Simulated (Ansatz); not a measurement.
A nudged elastic band was laid between two geometries of H4O2SiZn (8 atoms, charge 0, multiplicity 1).

Computed with RKS PBE-D4/def2-SVP in Ansatz 0.2.0.

```yaml
movable_images: 9
climbing_image: yes
spring: 5.0 eV/Å²
optimiser: quadratic models (default)
start_path: through a guess of the saddle point
force_threshold: 0.05 eV/Å
iteration_limit: 60
end_points: relaxed
```

First end point:

```xyz
8
Properties=species:S:1:pos:R:3
O 0.764 2.348 -2.083
Zn 0.525 1.237 -0.719
O 0.240 0.311 0.769
Si -0.540 -1.119 1.101
H 1.391 1.984 -2.735
H -0.563 -1.328 2.591
H -1.969 -1.127 0.603
H 0.152 -2.307 0.471
```

Last end point:

```xyz
8
Properties=species:S:1:pos:R:3
O 1.207 2.471 -1.688
Zn 0.777 0.931 -0.916
O 0.567 -0.634 -0.104
Si -0.523 -1.212 1.010
H 0.604 2.680 -2.426
H -0.603 -0.342 2.245
H -1.924 -1.300 0.446
H -0.104 -2.594 1.433
```

Problem. What changes between the two ends?

Solution. No bond is made or broken. The dihedral Zn2–O3–Si4–H7 goes from -55 to 66°. The two ends are copies of one structure, up to a mirror image or an exchange of like atoms.

Problem. Give the energies along the band, and the barrier.

Solution. It converged. The highest image is number 5 of 0 to 10, 0.007 eV above the ends, which have the same energy within 2 meV. The top lies less than 8 meV above the higher end, about what the thresholds resolve: that end is a shoulder or a very shallow well. A vibrational analysis at the climbing image gives one clearly imaginary mode, 48i cm⁻¹: a first-order saddle point.

| image | path coordinate (Å) | energy (eV) | dihedral Zn2–O3–Si4–H7 (°) |
| --- | --- | --- | --- |
| 0 | 0.00 | 0.000 | -55 |
| 1 | 0.25 | 0.001 | -44 |
| 2 | 0.50 | 0.003 | -33 |
| 3 | 0.75 | 0.005 | -21 |
| 4 | 1.00 | 0.007 | -8 |
| 5 | 1.26 | 0.007 | 3 |
| 6 | 1.56 | 0.005 | 18 |
| 7 | 1.86 | 0.002 | 33 |
| 8 | 2.16 | 0.000 | 47 |
| 9 | 2.46 | 0.000 | 58 |
| 10 | 2.76 | 0.000 | 66 |

Problem. What is the geometry of the highest image?

Solution. 
```xyz
8
Properties=species:S:1:pos:R:3
O 0.843 2.521 -1.830
Zn 0.710 1.108 -0.766
O 0.672 -0.193 0.439
Si -0.506 -1.178 1.072
H 0.951 2.260 -2.764
H -0.663 -0.941 2.553
H -1.859 -0.948 0.430
H -0.148 -2.629 0.867
```

Time of the run: 5.7 min on 2 threads of Arm Neoverse V1, on a shared host, peak memory 0.14 GiB.
